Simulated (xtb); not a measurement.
HF$_{5}$OW, triplet, geometry from GFN2-xTB (such geometries of metal compounds can be far from the true shape) (the multiplicity is a formal guess); GFN0-xTB (xtb 6.7.1).

xtb was given this input:
```
$ xtb mol.xyz --gfn 0 --uhf 2 --grad --json

# file mol.xyz
8

W      0.00250320    -0.00514199     0.00119349
F     -0.77256193     1.58697031    -0.36834621
F      1.45787778     0.98427826     1.00354396
F      0.78110345    -0.01179125    -1.86843523
F     -0.81250390     0.07629300     1.85346395
F     -1.48927824    -0.91977652    -1.01851524
O      0.76864940    -1.57893332     0.36648077
H      1.18383349    -2.43179028     0.56443446
```

Output, abridged:

```
   ID    Z sym.   atoms
    1   74 W      1
    2    9 F      2-6
    3    8 O      7
    4    1 H      8

           -------------------------------------------------
          |                Calculation Setup                |
           -------------------------------------------------

           -------------------------------------------------
          |                 G F N 0 - x T B                 |
           -------------------------------------------------

          ...................................................
          :                      SETUP                      :
          :.................................................:
          :  # basis functions                  36          :
          :  # atomic orbitals                  35          :
          :  # shells                           17          :
          :  # electrons                        48          :
          :  electronic temp.          300.0000000     K    :
          :  accuracy                    1.0000000          :
          :  -> integral cutoff          0.2500000E+02      :
          :  -> integral neglect         0.1000000E-07      :
          ...................................................

         :::::::::::::::::::::::::::::::::::::::::::::::::::::
         ::                     SUMMARY                     ::
         :::::::::::::::::::::::::::::::::::::::::::::::::::::
         :: total energy             -25.952245506160 Eh    ::
         :: gradient norm              0.054559380055 Eh/a0 ::
         :: HOMO-LUMO gap              1.473148536623 eV    ::
         ::.................................................::
         :: H0 energy                -25.417273229619 Eh    ::
         :: repulsion energy           0.043739940707 Eh    ::
         :: electrostat energy        -0.576706558521 Eh    ::
         :: -> Gsolv                   0.000000000000 Eh    ::
         ::    -> Gsasa                0.000000000000 Eh    ::
         ::    -> Gshift               0.000000000000 Eh    ::
         :: dispersion energy         -0.002005658719 Eh    ::
         :: short-range corr.         -0.000000000007 Eh    ::
         :: add. restraining           0.000000000000 Eh    ::
         :: total charge               0.000000000000 e     ::
         :::::::::::::::::::::::::::::::::::::::::::::::::::::

           -------------------------------------------------
          |                Property Printout                |
           -------------------------------------------------

    * Orbital Energies and Occupations

         #    Occupation            Energy/Eh            Energy/eV
      -------------------------------------------------------------
         1        2.0000           -0.8198375             -22.3089
       ...           ...                  ...                  ...
        13        2.0000           -0.4449236             -12.1070
        14        2.0000           -0.4449026             -12.1064
        15        2.0000           -0.4439517             -12.0805
        16        1.9996           -0.4418801             -12.0242
        17        1.9995           -0.4417554             -12.0208
        18        1.9992           -0.4412527             -12.0071
        19        1.9980           -0.4403453             -11.9824
        20        1.9975           -0.4401275             -11.9765
        21        1.9974           -0.4401012             -11.9758
        22        1.9961           -0.4397054             -11.9650
        23        1.6056           -0.4348464             -11.8328
        24        1.4071           -0.4340818             -11.8120
        25        1.0000           -0.2868405              -7.8053 (HOMO)
        26                         -0.2327032              -6.3322 (LUMO)
        27                         -0.2241047              -6.0982
        28                         -0.1646996              -4.4817
        29                          0.0625881               1.7031
        30                          0.1638058               4.4574
        31                          0.2251092               6.1255
        32                          0.5192154              14.1286
        33                          0.6289355              17.1142
        34                          0.8631406              23.4873
        35                          0.9595075              26.1095
      -------------------------------------------------------------
                  HL-Gap            0.0541372 Eh            1.4731 eV
             Fermi-level            0.0000000 Eh            0.0000 eV

     #   Z          covCN         q      C6AA      α(0)
     1  74 W        4.564     1.729   298.825    39.702
     2   9 F        0.760    -0.307    12.457     4.066
     3   9 F        0.744    -0.256    11.884     3.972
     4   9 F        0.744    -0.256    11.884     3.972
     5   9 F        0.744    -0.256    11.884     3.972
     6   9 F        0.744    -0.256    11.884     3.972
     7   8 O        1.633    -0.889    33.038     7.774
     8   1 H        0.805     0.492     0.346     0.924

 Mol. C6AA /au·bohr⁶  :       1579.263998
 Mol. C8AA /au·bohr⁸  :      96642.970419
 Mol. α(0) /au        :         68.352964

Wiberg/Mayer (AO) data.
largest (>0.10) Wiberg bond orders for each atom

 ---------------------------------------------------------------------------
     #   Z sym  total        # sym  WBO       # sym  WBO       # sym  WBO
 ---------------------------------------------------------------------------
     1  74 W    4.562 --     7 O    1.215     2 F    0.884     3 F    0.614
                             6 F    0.614     5 F    0.614     4 F    0.614
     2   9 F    1.038 --     1 W    0.884
     3   9 F    0.706 --     1 W    0.614
     4   9 F    0.706 --     1 W    0.614
     5   9 F    0.706 --     1 W    0.614
     6   9 F    0.706 --     1 W    0.614
     7   8 O    2.359 --     1 W    1.215     8 H    0.980
     8   1 H    0.987 --     7 O    0.980
 ---------------------------------------------------------------------------

Topologies differ in total number of bonds
Writing topology from bond orders to xtbtopo.mol

 dipole moment from electron density (au)
     X       Y       Z
   1.3133  -2.6978   0.6262  total (Debye):    7.791

           -------------------------------------------------
          | TOTAL ENERGY              -25.952245506160 Eh   |
          | GRADIENT NORM               0.054559380055 Eh/α |
          | HOMO-LUMO GAP               1.473148536623 eV   |
           -------------------------------------------------

normal termination of xtb
```
